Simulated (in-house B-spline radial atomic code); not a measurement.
Results of a calculation; reference values are marked as such.
**C6 from the polarisability at imaginary frequency: the boron ion B⁺**

BSE on G0W0@HF linear response of the closed shell [He] 2s2, from an all-electron radial atomic-structure program (B-spline basis); scalar-relativistic (spin-free one-electron X2C), finite nucleus, no spin-orbit coupling.

The dispersion coefficient of two like species is C6 = (3/π) ∫ α(iu)² du from 0 to ∞.

```json
{"u (hartree)": "0", "α(iu) (bohr³)": "9.939"}
{"u (hartree)": "0.0849", "α(iu) (bohr³)": "9.349"}
{"u (hartree)": "0.198", "α(iu) (bohr³)": "7.423"}
{"u (hartree)": "0.339", "α(iu) (bohr³)": "5.044"}
{"u (hartree)": "0.566", "α(iu) (bohr³)": "2.782"}
{"u (hartree)": "0.849", "α(iu) (bohr³)": "1.548"}
{"u (hartree)": "1.27", "α(iu) (bohr³)": "0.8193"}
{"u (hartree)": "1.98", "α(iu) (bohr³)": "0.3943"}
{"u (hartree)": "2.83", "α(iu) (bohr³)": "0.2172"}
{"u (hartree)": "4.24", "α(iu) (bohr³)": "0.1111"}
{"u (hartree)": "7.07", "α(iu) (bohr³)": "0.04831"}
{"u (hartree)": "14.1", "α(iu) (bohr³)": "0.01544"}
```

Task: Fit one oscillator, α(iu) = α(0)/(1 + u²/ω²), through u = 0.566 and estimate C6.

Result: From α(0)/α(iu) − 1 = 9.939/2.782 − 1 = 2.5726, ω = u/√2.5726 = 0.3529 hartree (9.6 eV). London's formula gives C6 = (3/4) α(0)² ω = 0.75 × 9.939² × 0.3529 = 26.14 hartree·bohr⁶, and the oscillator holds f = α(0) ω² = 1.24 electrons, of a sum of oscillator strengths of 4.0.

Task: How does that compare with the full integral?

Result: The program's quadrature over all excitations gives C6 = 25.87, so the single oscillator is off by +1.1 %. At the last point the fit gives α = 0.00622 against 0.0154: higher excitations, and deeper shells where there are any, keep the true curve higher at large u.
